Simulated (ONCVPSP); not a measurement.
# What one change does to a pseudopotential (Ga, ONCV)

ONCVPSP 4.0.1 input, shortened (lines: element, Z, core and valence counts, functional; n l f; lmax; l rc ep ncon nbas qcut; lloc lpopt rc5 dvloc0; l nproj debl; icmod fcfact rcfact), PBE, scalar-relativistic:

```
  Ga 31.00    5    3        4      upf
    1    0    2.00
    2    0    2.00
    2    1    6.00
    3    0    2.00
    3    1    6.00
    3    2   10.00
    4    0    2.00
    4    1    1.00
    2
    0    1.65    0.00    5   10    3.40
    1    2.50    0.00    4    9    3.00
    2    1.15    0.00    3    7   12.00
    4    4    0.95   -1.00
    0    2    3.70
    1    2    4.00
    2    2    3.60
    3    2.50    1.15
```

Change: p: nproj 3.

Cutoffs: the cutoffs (Ha) at which the residual kinetic energy of the hardest occupied pseudo-wave falls to 1 and 0.1 mHa per electron; they do not see the model core or the augmentation charge, which bear on the density cutoff. Errors are all-electron minus pseudo energies relative to the spin-unpolarised reference configuration.

Q: Predict the effect on cutoff, ghosts and configuration errors.

A: The potential gets neither clearly harder nor softer (63 Ha and 71 Ha → 63 Ha and 71 Ha); the errors of the 3 common tests hardly move; the range in which the p phases agree widens (upper end 1.9 → at the end of the scan); neither file shows a bound ghost.

```csv
quantity,base,changed
"cutoff, loose",63 Ha,63 Ha
"cutoff, tight",71 Ha,71 Ha
bound ghosts,none,none
GHOST(+) flags under 300 eV,"s at 61.0 eV, p at 145.6 eV","s at 61.0 eV, p at 260.6 eV"
tests with a reliable result,3 of 4,3 of 4
"error for 3d10 4s2 4p0, meV [ΔE 5.69 eV]",-1.1,-1.1
"error for 3d10 4s1 4p0, meV [ΔE 26.82 eV]",+5.6,+5.6
"error for 3d10 4s0 4p3, meV [ΔE 13.37 eV]",+32,+31
s: phases at 1.68 bohr within 0.05 rad from the reference energy up to (Ha; the scan ends near 5),2.2,2.2
p: phases at 2.53 bohr within 0.05 rad from the reference energy up to (Ha; the scan ends near 5),1.9,to the end of the scan
d: phases at 1.17 bohr within 0.05 rad from the reference energy up to (Ha; the scan ends near 5),to the end of the scan,to the end of the scan
"rms error of d²Exc/dni dnj with the model core, mHa",4.34,4.34
```
